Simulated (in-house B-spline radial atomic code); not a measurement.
Configurations of Si⁴⁺, with energies counted from [He] 2s2 2p6. Method: non-relativistic TPSSh, spin-polarised, spherical fractional occupations, point nucleus. Calculated with a B-spline radial code for spherical atoms. Caution: exact exchange at fractional occupations of open shells leaves self-interaction of up to several eV. Shells without spins written out take the highest spin.

Occupations are held fixed; configurations that lie above the ionisation limit could autoionise.

```tsv
configuration	E - E(ref) (eV)	highest orbital	its <r> (bohr)
[He] 2s2 2p(2 up, 3 down) 3s(1 up, 0 down)	106.47	3s up	1.667
[He] 2s2 2p5 3d1	129.4	3d up	1.934
[He] 2s1 2p6 3s1	148.37	3s up	1.66
[He] 2s(1 up, 0 down) 2p6 3s(0 up, 1 down)	148.87	3s down	1.671
[He] 2s1 2p6 3d1	171.58	3d up	1.932
```

Order these further configurations by energy, lowest first.
A. [He] 2s2 2p(3 up, 2 down) 3d(0 up, 1 down)
B. [He] 2s2 2p5 3s1
C. [He] 2s2 2p5 3p1
D. [He] 2s2 2p(3 up, 2 down) 3p(0 up, 1 down)
E. [He] 2s1 2p6 3p1

B (106.07 eV), C (116.28 eV), D (116.69 eV), A (129.66 eV), E (158.65 eV).
